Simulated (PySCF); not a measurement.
## Radial density of Cd (cadmium, neutral)

UHF, [Kr] 4d10 5s1 5p1, high-spin 3P determinant (an excited configuration). Calculation: PySCF 2.14, in aug-cc-pwCVDZ-PP with ECP28MDF (6s6p5d3f, 70 functions); a scalar-relativistic core potential. This is the valence pseudo-density: the core potential removes the inner electrons and smooths the orbitals near the nucleus.

```
r (bohr)  4πr²ρ (e/bohr)  4πr²(ρα − ρβ)
  0.0180       1.901e-05         0.0000
  0.0303       4.759e-05         0.0000
  0.0509       0.0001131         0.0000
  0.0856       0.0004916         0.0000
   0.144        0.005788         0.0000
   0.242         0.09244        -0.0002
   0.408           1.966         0.0046
   0.686           16.18         0.0184
    1.15           14.89        -0.0684
    1.94           3.100         0.5058
    3.26          0.7238         0.6041
    5.49          0.1623         0.1618
    9.23        0.006975         0.0070
    15.5       2.766e-05         0.0000
```

Energies and moments cover only the electrons outside the core potential.

**Question.** Where is the radial spin density 4πr²(ρα − ρβ) most negative, and why is it negative at all?

**Answer.** Around r = 1.15 bohr, down to -0.0684 e/bohr: exchange with the open shell polarises the paired shells in an unrestricted calculation.
